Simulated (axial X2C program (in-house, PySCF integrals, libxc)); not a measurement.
# Nuclear properties of AlBi

Calculated with an axial X2C code built on PySCF integrals: two-component X2C with atomic mean-field Coulomb and Gaunt terms, Gaussian nuclei, basis Bi dyall-cv3z, Al dyall-v3z with contracted cores.

R = 2.680 Å (near the PBE0 minimum at charge 0 of the determinant lowest at the starting distance; the state shown can have its own minimum elsewhere).

Determinant lowest in the PBE0 search, Ω = 1 (⟨Sz⟩ = 0.39, ⟨Lz⟩ = 0.61 at PBE0), spin on the atoms Bi 0.40, Al -0.01:

```tsv
level	Eeff magnitude (GV/cm)	Ws magnitude Bi (kHz)	A∥/gI Bi (MHz)	qzz Bi (a.u.)	A∥/gI Al (MHz)	qzz Al (a.u.)	μ (D)
PBE0	4.87	5.1	143	-2.72	-49.9	-0.67	0.86
HF	7.27	9.89	-1310	-6.34	-29.7	-0.77	1.13
LDA	2.5	2.25	340	-2.06	-85.6	-0.61	0.96
PBE50	3.62	3.56	-111	-3.41	-31.5	-0.71	1.00
BHandHLYP	3.84	3.98	61.4	-2.64	-31.5	-0.71	1.24
```

Determinant 0.34 eV from it at PBE0 and this distance, Ω = 0 (closed shell), highest spinor 45% Bi p, 38% Al p, 13% Al s:

```
    level  qzz Bi (a.u.)  qzz Al (a.u.)  μ (D)
     PBE0         -11.61          -1.08  -0.22
       HF         -12.17          -1.13   0.01
      LDA         -11.73          -1.06  -0.08
    PBE50         -11.69          -1.09  -0.15
BHandHLYP         -11.80          -1.12   0.09
```

Eeff is the effective electric field on the electron electric dipole moment in this Ω state and Ws the scalar–pseudoscalar constant of the nucleus named (defined with the proton number Z and per Ω); A∥ (defined per Ω) follows by multiplying with gI = μI/(I μN); qzz is the electric field gradient, eQq0 = 234.96 MHz × Q/barn × qzz; μ is positive if the Al end (last atom) is positive. The operators were transformed with the bare-nucleus X2C matrices; with these basis sets, hyperfine constants and field gradients can be off by tens of per cent, and where levels differ in sign neither size nor sign is settled.

(1) With Q(27Al) = 0.1466 barn (Q from Pyykkö, Mol. Phys. 2018), turn the PBE0 values of the first state into constants in MHz.

Each state is one determinant with collinear spin, which with several unpaired electrons need not be a pure state. Unrestricted Hartree–Fock can overshoot spin polarisation at the nuclei. In the state Ω = 1 the sign of Eeff differs between levels (HF against PBE0). With several open shells hyperfine constants can be off by a factor of several. Where Eeff spreads by more than a factor of two the levels disagree and none is to be relied on. Open-shell Ω = 0 determinants with evenly filled partner blocks cannot be reached by this program, so the Ω shown need not be the lowest component. At LDA a later determinant lies lower. States lie within half an eV, so the first need not be the ground state. The sign of Ws at Bi differs between levels in the first state. Further determinants of the search, some of them spin-mixed, are not shown. Where a field gradient or hyperfine factor spreads by more than a factor of two over the levels, a constant derived from it is not to be relied on. PBE0 term energies can be off by some tenths of an eV.

Results:

(1) eQq0(27Al) = 234.96 × (0.1466) × (-0.67) = -23.1 MHz.
